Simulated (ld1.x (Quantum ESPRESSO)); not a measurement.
Varying the TM potential for In (Z = 49)

Base potential:

| Item | Value |
| --- | --- |
| Element | In (Z = 49) |
| Generator | ld1.x (Quantum ESPRESSO) 7.5 |
| Type | norm-conserving Troullier–Martins (Kleinman–Bylander form) |
| Functional | LDA (PZ) |
| Relativity | fully relativistic |
| Frozen core | [Kr] |
| Valence charge | 13 |
| Reference configuration | 4d10 5s2 5p0 (charge +1) |
| Partial waves | 5p (bound, empty): rc 1.85 bohr; 4d (bound): rc 1.65 bohr; 5s (bound): rc 2.20 bohr |
| Local potential | the s channel |
| Core correction | none |

Open shells are filled in proportion to 2j + 1 (rel_dist='average').

Cutoffs, loose and tight: the cutoffs (Ry, on a coarse ladder) from which the occupation-weighted sum of valence levels, in a spherical-Bessel basis at the reference potential, stays within 10 and 1 mRy of its value at 400 Ry. They do not see the model core or the augmentation charge, which bear on the density cutoff. Test errors are all-electron minus pseudo excitation energies from the reference, over the configurations 4d10 5s2 5p1; 4d10 5s1 5p0; 4d10 5s0 5p0; 4d10 5s1 5p1; 4d9 5s2 5p1; 4d9 5s2 5p2; 4d10 5s2 5p0.5. A dash means not determined; rows that change the core or the reference have their own tests. The largest error is taken over the tests solved by every variant that gives reliable tests at all: 4d10 5s0 5p0; 4d10 5s1 5p1; 4d9 5s2 5p1; 4d9 5s2 5p2.

A true bound ghost makes a file unfit for plane-wave use even where its test errors are small: the radial tests pick states by their node count and pass the ghost by.

| change | outcome | cutoff, loose | cutoff, tight | bound ghosts | largest test error (meV) |
| --- | --- | --- | --- | --- | --- |
| base | generated | 80 Ry | 120 Ry | p1/2, p3/2 | -210 |
| wave 5p (bound): rc 1.85 bohr becomes 5p (bound): rc 1.18 bohr | generated | 80 Ry | 120 Ry | p1/2, p3/2 | +693 |
| wave 5p (bound): rc 1.85 bohr becomes 5p (bound): rc 1.50 bohr | generated | 80 Ry | 120 Ry | p3/2, p1/2 | -151 |
| wave 5p (bound): rc 1.85 bohr becomes 5p (bound): rc 1.80 bohr | generated | 80 Ry | 120 Ry | p1/2, p3/2 | -196 |
| wave 5p (bound): rc 1.85 bohr becomes 5p (bound): rc 2.20 bohr | generated | 80 Ry | 120 Ry | none | -281 |
| wave 5p (bound): rc 1.85 bohr becomes 5p (bound): rc 2.38 bohr | generated | 80 Ry | 120 Ry | none | -292 |
| wave 5p (bound): rc 1.85 bohr becomes 5p (bound): rc 2.76 bohr | generated | 80 Ry | 120 Ry | none | -283 |

Reading the sweep of the p radius (base included, trends over the rows without a ghost): Bound ghosts are found at 1.18, 1.5, 1.8, 1.85 bohr.
